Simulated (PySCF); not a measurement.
H₄RuO + Br₂ → HRu(OH) + 2 HBr

Level: PBE0 in the def2-TZVP basis family, computed in PySCF with density fitting; scalar-relativistic core potentials for atoms from Rb on, none lighter, no spin–orbit coupling; open shells unrestricted.

```json
{"species": "H₄RuO", "state and structure": "singlet, C4v, Ru–H 1.580 Å (×4), Ru–O 1.618 Å; H–Ru–H 76.5° (×4), H–Ru–H 122.3° (×2), H–Ru–O 118.8° (×4)", "E (Eh)": "-172.40737", "ZPE (kJ/mol)": "89.0", "H(298 K) − H(0) (kJ/mol)": "12.1", "S° (J/(mol K))": "255.6"}
{"species": "Br₂", "state and structure": "singlet, D∞h, Br–Br 2.281 Å", "E (Eh)": "-5147.70672", "ZPE (kJ/mol)": "2.0", "H(298 K) − H(0) (kJ/mol)": "9.7", "S° (J/(mol K))": "244.8"}
{"species": "HRu(OH)", "state and structure": "triplet, Cs, O–H 0.963 Å, Ru–H 1.565 Å, Ru–O 1.848 Å; H–O–Ru 114.7°, H–Ru–O 100.2°", "E (Eh)": "-171.20221", "ZPE (kJ/mol)": "49.2", "H(298 K) − H(0) (kJ/mol)": "12.4", "S° (J/(mol K))": "277.3"}
{"species": "HBr", "state and structure": "singlet, C∞v, H–Br 1.421 Å", "E (Eh)": "-2574.45811", "ZPE (kJ/mol)": "16.0", "H(298 K) − H(0) (kJ/mol)": "8.7", "S° (J/(mol K))": "198.5"}
```

(1) What is the electronic reaction energy?

(2) Add zero-point, thermal and entropy terms for 298.15 K and 1 bar.

Answers

(1) At PBE0/def2-TZVP, ΔE = -11.4 kJ/mol from the differences of the total energies times 2625.5, downhill. 

(2) ΔZPE = -9.8 and Δ[H(298) − H(0)] = 8.0 kJ/mol give ΔH° = -13.2 kJ/mol. ΔS° = 173.9 J/(mol K), so ΔG° = -13.2 − 298.15 × (0.1739) = -65 kJ/mol and log₁₀K = 11.4.

Open d or f shells are single determinants, so the state found may not be the ground state. Each species is the lowest minimum found with this bonding; other isomers or fragments can lie lower.
